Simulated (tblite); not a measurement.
Species: C5H8NO (doublet state).
Geometry (GFN2-xTB, Å), atoms numbered from 1 in this order:
```
atom  x, y, z in Å
C1     1.999   -0.311   -0.019
N2     0.577   -0.121    0.008
C3    -0.039    1.054   -0.555
C4    -1.481    0.839   -0.309
C5    -1.695   -0.443    0.386
C6    -0.288   -1.005    0.553
O7     0.020   -2.051    1.078
H8     2.212   -1.263    0.465
H9     2.367   -0.336   -1.048
H10    2.507    0.493    0.520
H11    0.205    1.147   -1.628
H12    0.348    1.968   -0.071
H13   -2.248    1.529   -0.595
H14   -2.316   -1.152   -0.176
H15   -2.173   -0.338    1.368
```

Structure optimised with GFN2-xTB, isolated species. This method treats the open shell by occupation alone, without spin polarisation.

Masses are those of the commonest isotopes; rigid-rotor values at the optimised geometry. 

Question: What are A, B and C (MHz)?

Answer: Ia = 130.51, Ib = 158.89, Ic = 279.98 u·Å²; 505379 MHz·u·Å²/I gives A = 3872, B = 3181, C = 1805 MHz.

Question: What kind of rotor is it?

Answer: An asymmetric top: κ = (2 × 3181 − 3872 − 1805)/(3872 − 1805) = 0.33.

Question: Is it planar, by Δ = Ic − Ia − Ib?

Answer: Not planar: Δ = Ic − Ia − Ib = -9.42 u·Å². For a rigid frame Δ = −2 Σ m c², so Σ m c² = 4.71 u·Å² lies off the ab plane, practically all of it from hydrogen. The atom farthest from that plane is 0.89 Å away.

Question: Give the other two planar moments, Paa and Pbb, and the rms extents of the mass along the axes.

Answer: Paa = Σ m a² = (Ib + Ic − Ia)/2 = 154.18 and Pbb = Σ m b² = (Ia + Ic − Ib)/2 = 125.80 u·Å². With the mass M = 98.06 u, the rms extents √(P/M) along a, b and c are 1.25, 1.13, 0.22 Å.

Question: Estimate the classical rotational partition function at 25 K, 50 K and 298.15 K.

Answer: Point group Cs, symmetry number σ = 1; q = (√π/σ)·√((kT/h)³/(ABC)), k/h = 20836.6 MHz/K: 4470 at 25 K, 12600 at 50 K, 184000 at 298.15 K.

For this open shell read J as N, the rotation without spin; fine and hyperfine splittings come on top. Its GFN2-xTB frequencies are all real (lowest 135 cm⁻¹). Zero-point vibration and centrifugal distortion are left out.

The numbers are calculated, not measured.
